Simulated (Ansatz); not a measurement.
A nudged elastic band was laid between two geometries of Cl₂GeH₂ (5 atoms, charge 0, multiplicity 1).

Level of theory: RKS PBE-D4/def2-SVP in Ansatz 0.2.0.

| Quantity | Value |
| --- | --- |
| movable images | 9 |
| climbing image | yes |
| spring | 5.0 eV/Å² |
| optimiser | lbfgs |
| start path | through a guess of the saddle point |
| force threshold | 0.03 eV/Å |
| iteration limit | 60 |
| end points | relaxed |
| largest step | 0.5 Å |

First end point:

```xyz
5
Properties=species:S:1:pos:R:3
Ge 0.318 0.018 0.074
Cl 0.675 -0.033 2.213
H 1.684 -0.044 -0.643
H -0.547 1.259 -0.238
Cl -0.815 -1.747 -0.475
```

Last end point:

```xyz
5
Properties=species:S:1:pos:R:3
Ge -0.227 0.342 -0.872
Cl 1.444 0.184 1.408
H 2.419 -0.441 0.813
H -1.199 1.058 0.211
Cl -1.121 -1.690 -0.630
```

(1) Which bonds break or form, and what moves?

(2) Give the energies along the band, and the barrier.

(3) What is the geometry of the highest image?

The band took 35 iterations and about 14 core-minutes.

Results:

(1) Bonds broken: Ge1–Cl2, Ge1–H3. Bonds formed: Cl2–H3. Cl2GeH2 becomes ClGeH + ClH.

(2) The forces met the threshold. The highest image is number 6 of 0 to 10, 185.3 kJ/mol above the first end and 39.5 kJ/mol above the last; the last end lies 145.7 kJ/mol above the first. Another band between the same ends (9 images) ends at a top of the same energy, where a vibrational analysis finds 1 clearly imaginary mode. The orbitals stay closed-shell, which can raise the energy where a bond breaks towards radicals; this wasn't checked here.

```tsv
image	path coordinate (Å)	energy (kJ/mol)	Ge1–Cl2 (Å)	Ge1–H3 (Å)	Cl2–H3 (Å)
0	0.00	0.0	2.17	1.54	3.03
1	0.22	5.5	2.17	1.54	2.85
2	0.44	24.9	2.18	1.53	2.62
3	0.67	63.2	2.23	1.53	2.38
4	0.90	118.2	2.32	1.53	2.14
5	1.14	167.3	2.44	1.57	1.91
6	1.38	185.3	2.57	1.66	1.68
7	1.77	163.8	2.81	2.01	1.37
8	2.16	155.6	2.93	2.47	1.31
9	2.55	149.3	2.87	2.87	1.30
10	2.94	145.7	2.83	3.23	1.30
```

(3) 
```xyz
5
Properties=species:S:1:pos:R:3
Ge 0.217 0.038 -0.456
Cl 1.247 0.021 1.894
H 1.702 -0.065 0.284
H -0.811 1.201 -0.214
Cl -1.040 -1.742 -0.578
```

Time of the run: 14 min on 1 thread of Arm Neoverse N1 (shared host), peak memory 0.13 GiB.
